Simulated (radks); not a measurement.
Values are calculated unless marked as measured or tabulated.
Isoelectronic series with 30 electrons, all held in the configuration [Ar] 3d10 4s2, which need not be the ground one along the series. Level of theory: Dirac Kohn-Sham, BLYP, spin-unpolarised, spherical densities, point nucleus (a radial shooting solver on a logarithmic mesh with Libxc functionals). Total energies (hartree) and orbital eigenvalues (eV):

| ion | E (hartree) | 4s1/2 | 3d5/2 | 3d3/2 |
|---|---|---|---|---|
| Zn | -1796.45890 | -5.9615 | -9.9103 | -10.2674 |
| Ge2+ | -2098.49603 | -29.3244 | -48.8488 | -49.4374 |
| Se4+ | -2426.71377 | -61.8542 | -103.7889 | -104.6954 |
| Kr6+ | -2781.13491 | -102.4836 | -172.7103 | -174.0395 |
| Sr8+ | -3161.88208 | -150.8280 | -254.8216 | -256.6990 |
| Zr10+ | -3569.12941 | -206.7187 | -349.7292 | -352.3022 |
| Mo12+ | -4003.08628 | -270.0817 | -457.2075 | -460.6477 |
| Ru14+ | -4463.99079 | -340.8939 | -577.1150 | -581.6199 |
